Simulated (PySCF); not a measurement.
CH₇FOSi₂.

```xyz
12

O     -1.9091     0.7588     0.9942
C     -2.0655    -0.1426    -0.0917
Si    -0.4497    -0.1505    -1.1065
Si     1.1441    -0.0167     0.6086
F      2.6295    -0.3947     0.0381
H     -1.8916     1.6564     0.6445
H     -2.2133    -1.1424     0.3478
H     -2.9724     0.0676    -0.6896
H     -0.3024    -1.3562    -1.9795
H     -0.3861     1.0769    -1.9649
H      0.8159    -0.9868     1.6936
H      1.2283     1.3622     1.1719
```

Geometry: PBE0-D3(BJ)/def2-SVP. The structure was generated by enumeration, and PubChem lists no compound with its InChIKey, so it may never have been made. Other conformers were not sampled.

Computed with PySCF with PBE/pcSseg-1. Non-relativistic, no solvent.

Computed absolute GIAO shielding of each atom: isotropic value and principal components (ppm):
| atom | σ(iso) | σ11 | σ22 | σ33 | span |
|---|---|---|---|---|---|
| O1 | 296.1 | 253.0 | 294.6 | 340.9 | 87.9 |
| C2 | 124.5 | 81.7 | 106.8 | 185.1 | 103.4 |
| Si3 | 409.7 | 373.9 | 394.1 | 461.0 | 87.1 |
| Si4 | 322.6 | 226.0 | 299.6 | 442.3 | 216.3 |
| F5 | 413.8 | 364.0 | 409.9 | 467.4 | 103.4 |
| H6 | 31.9 | 24.2 | 29.9 | 41.6 | 17.3 |
| H7 | 27.2 | 23.4 | 27.0 | 31.2 | 7.9 |
| H8 | 27.1 | 22.6 | 26.4 | 32.4 | 9.8 |
| H9 | 26.9 | 24.1 | 24.6 | 32.1 | 7.9 |
| H10 | 27.2 | 24.6 | 25.5 | 31.4 | 6.8 |
| H11 | 25.3 | 21.7 | 25.5 | 28.7 | 6.9 |
| H12 | 25.2 | 21.4 | 25.8 | 28.5 | 7.1 |
